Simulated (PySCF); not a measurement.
CH₆BGeN, BGeH₃N, BGeH₄NO, BGeH₄N and others (calculated)

Calculation on a computer-drawn molecule: optimised geometry and harmonic frequencies of an isolated molecule of the commonest isotopes, restricted reference for singlets and unrestricted otherwise, frozen core in MP2; on germanium a core potential holds 10 electrons, which the energies leave out, and 3d is frozen in MP2 and coupled-cluster steps. Program: PySCF 2.14.0.

Common to all runs: multiplicity 1; basis cc-pVDZ; basis and core potential on germanium cc-pVDZ-PP ECP10MDF.

(1) CH₆BGeN

Start structure:
```xyz
10
CH6BGeN
N     -1.7154     1.0331     1.2864
B     -0.9996     1.0583     0.2610
C     -0.1924     1.0111    -1.0467
Ge     1.6794     1.3753    -0.7776
H     -2.1937     0.9984     2.1272
H     -0.3134     0.0196    -1.5318
H     -0.5862     1.8236    -1.7513
H      2.0500     2.6705    -0.1341
H      2.4514     1.3527    -2.1104
H      2.3359     0.3385     0.0698
```

Here we set charge 0 and method HF.

Results for CH₆BGeN: rotational constants 16.44, 1.871, 1.734 GHz; total energy -413.8918 hartree; convergence status largest gradient component 2.253e-05 hartree/bohr.

Drawn bonds:
```csv
atom,other atom,order
1,2,2
2,3,1
3,4,1
1,5,1
3,6,1
3,7,1
4,8,1
4,9,1
4,10,1
```

Optimised structure:
```xyz
10
CH6BGeN
N     -1.6518     1.0348     1.2988
B     -1.0207     1.0289     0.2427
C     -0.1958     1.0281    -1.0632
Ge     1.7312     1.3587    -0.7773
H     -2.1732     1.0363     2.1331
H     -0.3034     0.0644    -1.5674
H     -0.5752     1.7972    -1.7407
H      1.9363     2.7219    -0.1112
H      2.4441     1.3483    -2.1342
H      2.3246     0.2624     0.1116
```

Modes:
```csv
frequency (cm⁻¹),reduced mass (dalton)
114.2,1.124
120.4,5.08
357.3,2.356
438,8.05
457.6,1.152
490.4,1.185
520.3,1.094
551.2,1.464
711.3,2.291
839.9,1.619
883.8,2.419
929.6,1.106
965,1.022
969.2,1.024
1140,1.089
1204,1.545
1515,1.095
2114,7.708
2216,1.023
2225,1.023
2241,1.015
3201,1.06
3254,1.102
4101,1.101
```

(2) BGeH₃N

Start structure:
```xyz
6
BGeH3N
N     -0.9629    -2.3762     2.1289
B     -0.5913    -1.7522     1.1187
Ge    -0.0983    -0.7674    -0.5160
H     -1.2008    -2.8792     2.9144
H      0.1522     0.7311    -0.5826
H      0.1146    -1.4279    -1.9272
```

Here we set charge 1 and method HF.

It finds rotational constants 149.8, 3.129, 3.065 GHz; total energy -373.9671 hartree; convergence status largest gradient component 1.72e-05 hartree/bohr.

Drawn bonds:
```csv
atom,other atom,order
1,2,2
2,3,1
1,4,1
3,5,1
3,6,1
```

Optimised structure:
```xyz
6
BGeH3N
N     -0.9361    -2.3675     2.0980
B     -0.6153    -1.7606     1.0975
Ge    -0.0829    -0.7534    -0.5630
H     -1.1988    -2.8642     2.9167
H      0.1449     0.7399    -0.5305
H      0.1018    -1.4659    -1.8825
```

Modes:
```csv
frequency (cm⁻¹),reduced mass (dalton)
210.5,4.068
216.7,2.79
470.2,10.42
586.9,1.285
677,1.237
712.4,1.121
753.1,1.241
939,1.025
2147,7.291
2336,1.016
2358,1.027
3993,1.11
```

(3) BGeH₃N

Start structure:
```xyz
6
BGeH3N
N     -0.9361    -2.3675     2.0980
B     -0.6153    -1.7606     1.0975
Ge    -0.0829    -0.7534    -0.5630
H     -1.1988    -2.8642     2.9167
H      0.1449     0.7399    -0.5305
H      0.1018    -1.4659    -1.8825
```

Settings of this run: charge 1 and method MP2.

Results for BGeH₃N: rotational constants 148.9, 3.113, 3.05 GHz; total energy -374.2882 hartree; convergence status largest gradient component 2.141e-05 hartree/bohr.

Drawn bonds:
```csv
atom,other atom,order
1,2,2
2,3,1
1,4,1
3,5,1
3,6,1
```

Optimised structure:
```xyz
6
BGeH3N
N     -0.9402    -2.3752     2.1105
B     -0.6089    -1.7482     1.0774
Ge    -0.0827    -0.7528    -0.5637
H     -1.2077    -2.8815     2.9446
H      0.1482     0.7493    -0.5385
H      0.1048    -1.4635    -1.8942
```

Modes:
```csv
frequency (cm⁻¹),reduced mass (dalton)
173,4.375
183.2,3.218
474.7,10.36
555.5,1.296
597.7,1.161
650.6,1.247
680.5,1.097
893.2,1.025
1878,7.563
2268,1.015
2296,1.027
3752,1.106
```

(4) BGeH₄NO

Start structure:
```xyz
8
BGeH4NO
N     -0.1071    -2.0811    -0.9410
B      0.5091    -1.2754    -0.3775
Ge     1.4226     0.1533     0.7321
O      1.0123     1.7045     0.1666
H     -0.6315    -2.7648    -1.5218
H      1.0662     0.2870     2.2188
H      2.9096    -0.0227     0.7747
H      1.0799     1.8892    -0.7120
```

It was run with charge 0 and method HF.

It finds rotational constants 12.06, 2.525, 2.152 GHz; total energy -449.7332 hartree; convergence status largest gradient component 3.119e-05 hartree/bohr.

Drawn bonds:
```csv
atom,other atom,order
1,2,2
2,3,1
3,4,1
1,5,1
3,6,1
3,7,1
4,8,1
```

Optimised structure:
```xyz
8
BGeH4NO
N     -0.1219    -2.1165    -0.9710
B      0.4534    -1.2567    -0.3101
Ge     1.4376     0.1818     0.7830
O      1.0126     1.8021     0.1756
H     -0.5927    -2.8057    -1.4957
H      0.9835     0.1842     2.2350
H      2.9487    -0.0320     0.6760
H      1.1400     1.9328    -0.7529
```

Modes:
```csv
frequency (cm⁻¹),reduced mass (dalton)
125.8,3.042
187.4,1.349
253,2.502
375.3,6.074
442.7,10.53
559.3,1.188
572.7,1.411
577.2,1.265
732.4,3.754
740,1.297
864.7,1.092
948.9,1.028
975,1.105
2082,7.663
2236,1.022
2281,1.019
4078,1.103
4160,1.067
```

(5) BGeH₄N

Start structure:
```xyz
7
BGeH4N
N     -2.7348     2.0791     2.6959
B     -1.6837     1.4719     2.6640
Ge     0.0164     0.5324     2.6930
H     -3.5958     2.5346     2.6768
H     -0.1309    -0.9477     2.9670
H      0.8444     0.6350     1.4616
H      0.9422     0.9001     3.7727
```

Here we set charge 0 and method HF.

It finds rotational constants 80.61, 2.974, 2.974 GHz; total energy -374.8447 hartree; convergence status largest gradient component 2.004e-05 hartree/bohr.

Drawn bonds:
```csv
atom,other atom,order
1,2,2
2,3,1
1,4,1
3,5,1
3,6,1
3,7,1
```

Optimised structure:
```xyz
7
BGeH4N
N     -2.7566     2.0811     2.6783
B     -1.6894     1.4737     2.6938
Ge     0.0945     0.4604     2.7188
H     -3.6129     2.5691     2.6651
H     -0.1647    -1.0305     2.9359
H      0.8161     0.6597     1.3860
H      0.9708     0.9919     3.8531
```

Modes:
```csv
frequency (cm⁻¹),reduced mass (dalton)
260.7,2.772
260.7,2.772
444.2,10.6
558.6,1.215
558.6,1.215
623.1,1.31
623.1,1.31
908,1.036
967.7,1.02
967.8,1.02
2078,7.66
2234,1.024
2234,1.024
2252,1.013
4081,1.103
```

(6) BGeH₄N

Start structure:
```xyz
7
BGeH4N
N     -2.7566     2.0811     2.6783
B     -1.6894     1.4737     2.6938
Ge     0.0945     0.4604     2.7188
H     -3.6129     2.5691     2.6651
H     -0.1647    -1.0305     2.9359
H      0.8161     0.6597     1.3860
H      0.9708     0.9919     3.8531
```

It was run with charge 0 and method MP2.

It finds rotational constants 80.45, 2.952, 2.952 GHz; total energy -375.1898 hartree; convergence status largest gradient component 1.004e-05 hartree/bohr.

Drawn bonds:
```csv
atom,other atom,order
1,2,2
2,3,1
1,4,1
3,5,1
3,6,1
3,7,1
```

Optimised structure:
```xyz
7
BGeH4N
N     -2.7707     2.0893     2.6779
B     -1.6778     1.4678     2.6936
Ge     0.0957     0.4598     2.7187
H     -3.6420     2.5848     2.6652
H     -0.1558    -1.0372     2.9363
H      0.8271     0.6540     1.3849
H      0.9813     0.9869     3.8544
```

Modes:
```csv
frequency (cm⁻¹),reduced mass (dalton)
227.2,3.269
227.6,3.272
441,10.58
493.6,1.201
493.8,1.201
585.7,1.239
585.7,1.239
855.5,1.036
920.2,1.019
920.2,1.019
1899,7.789
2200,1.024
2200,1.024
2205,1.012
3860,1.102
```

(7) BGeH₂N

Start structure:
```xyz
5
BGeH2N
N     -0.6286    -0.8660    -1.1358
B     -0.0342    -1.7841    -1.7590
Ge     0.8163    -3.3004    -2.8767
H     -1.1215    -0.2273    -0.6739
H      2.1241    -3.2373    -1.8963
```

Settings of this run: charge 0 and method HF.

It finds rotational constants 203.3, 2.975, 2.932 GHz; total energy -373.6505 hartree; convergence status largest gradient component 9.381e-06 hartree/bohr.

Drawn bonds:
```csv
atom,other atom,order
1,2,2
2,3,1
1,4,1
3,5,1
```

Optimised structure:
```xyz
5
BGeH2N
N     -0.6692    -0.8791    -1.1437
B     -0.0602    -1.7678    -1.7411
Ge     0.8683    -3.3025    -2.8586
H     -1.1408    -0.1662    -0.6527
H      2.1579    -3.2995    -1.9456
```

Modes:
```csv
frequency (cm⁻¹),reduced mass (dalton)
236.9,4.947
255.9,3.581
400.1,9.695
487.7,1.219
603.9,1.242
749.7,1.169
2022,1.118
2042,4.66
4079,1.102
```

(8) BGeH₂N

Start structure:
```xyz
5
BGeH2N
N     -0.6692    -0.8791    -1.1437
B     -0.0602    -1.7678    -1.7411
Ge     0.8683    -3.3025    -2.8586
H     -1.1408    -0.1662    -0.6527
H      2.1579    -3.2995    -1.9456
```

Here we set charge 0 and method MP2.

Results for BGeH₂N: rotational constants 198.6, 2.958, 2.914 GHz; total energy -373.9684 hartree; convergence status largest gradient component 7.443e-06 hartree/bohr.

Drawn bonds:
```csv
atom,other atom,order
1,2,2
2,3,1
1,4,1
3,5,1
```

Optimised structure:
```xyz
5
BGeH2N
N     -0.6770    -0.8746    -1.1440
B     -0.0358    -1.7839    -1.7422
Ge     0.8656    -3.3100    -2.8693
H     -1.1545    -0.1489    -0.6425
H      2.1577    -3.2977    -1.9437
```

Modes:
```csv
frequency (cm⁻¹),reduced mass (dalton)
196.2,5.13
216,4.434
398.9,9.168
424.2,1.172
538.9,1.218
695.6,1.149
1843,7.769
1977,1.021
3851,1.101
```

(9) BGeH₇N₂

Start structure:
```xyz
11
BGeH7N2
N     -1.0125    -0.1944    -2.7637
B     -0.9718    -1.2436    -1.7686
N     -1.3958    -0.9265    -0.4912
Ge    -2.0680     0.6073     0.1807
H     -1.3774     0.6782    -2.5773
H     -0.6857    -0.4048    -3.7288
H     -0.5071    -2.3034    -2.0766
H     -1.2560    -1.6987     0.1591
H     -3.2842     1.0224    -0.5309
H     -1.0272     1.7504     0.1050
H     -2.3064     0.3254     1.6193
```

Here we set charge 0 and method HF.

It finds rotational constants 12.55, 2.255, 1.958 GHz; total energy -431.1255 hartree; convergence status largest gradient component 2.827e-05 hartree/bohr.

Drawn bonds:
```csv
atom,other atom,order
1,2,1
2,3,1
3,4,1
1,5,1
1,6,1
2,7,1
3,8,1
4,9,1
4,10,1
4,11,1
```

Optimised structure:
```xyz
11
BGeH7N2
N     -1.1001    -0.2807    -2.8717
B     -0.9214    -1.1842    -1.8043
N     -1.2969    -0.9021    -0.4573
Ge    -2.0109     0.6285     0.2732
H     -1.5404     0.6120    -2.7989
H     -0.8460    -0.5211    -3.8050
H     -0.4203    -2.2527    -2.0522
H     -1.1009    -1.6293     0.2020
H     -3.0616     1.2018    -0.6827
H     -0.9358     1.6950     0.5179
H     -2.6578     0.2452     1.6060
```

Modes:
```csv
frequency (cm⁻¹),reduced mass (dalton)
57.79,1.114
149.9,2.581
161,2.475
356.8,1.274
474.6,1.445
508.3,1.577
585.7,1.343
607.1,2.037
695.9,1.14
738.3,1.644
942.6,1.123
954.3,1.077
976.4,1.054
977.2,1.353
995.8,1.379
1114,1.463
1192,1.578
1427,1.491
1477,3.661
1753,1.212
2206,1.023
2225,1.023
2245,1.012
2662,1.096
3828,1.068
3829,1.058
3932,1.097
```

(10) BGeH₅N₂

Start structure:
```xyz
9
BGeH5N2
N     -1.5542    -2.3454    -0.4206
B     -1.0877    -1.2055    -0.0363
N     -1.3201    -0.0075    -0.7207
Ge    -2.2144     1.1347    -1.4690
H     -1.3739    -3.3011    -0.0088
H     -2.2564    -2.5229    -1.1805
H     -0.3701    -1.1018     0.8730
H     -1.5353     1.9943    -2.5584
H     -3.5140     1.7966    -1.0573
```

Here we set charge 0 and method HF.

Results for BGeH₅N₂: rotational constants 25.58, 1.903, 1.852 GHz; total energy -429.8864 hartree; convergence status largest gradient component 2.348e-05 hartree/bohr.

Drawn bonds:
```csv
atom,other atom,order
1,2,1
2,3,1
3,4,2
1,5,1
1,6,1
2,7,1
4,8,1
4,9,1
```

Optimised structure:
```xyz
9
BGeH5N2
N     -1.6403    -2.4382    -0.4061
B     -1.1190    -1.1601    -0.1264
N     -1.1689    -0.0886    -1.0656
Ge    -2.0946     1.2286    -1.4592
H     -1.5135    -3.2132     0.2083
H     -2.0487    -2.6735    -1.2866
H     -0.5704    -1.0103     0.9412
H     -1.6659     2.1503    -2.5883
H     -3.4048     1.6464    -0.7959
```

Modes:
```csv
frequency (cm⁻¹),reduced mass (dalton)
79.43,4.541
142.9,2.52
273.2,1.222
390.8,1.212
466.4,2.775
611.8,1.083
628.8,1.224
660,1.219
735,2.989
959,1.043
979.1,1.429
1009,1.4
1198,1.589
1279,3.366
1495,5.404
1734,1.219
2239,1.023
2289,1.018
2626,1.092
3819,1.05
3930,1.098
```
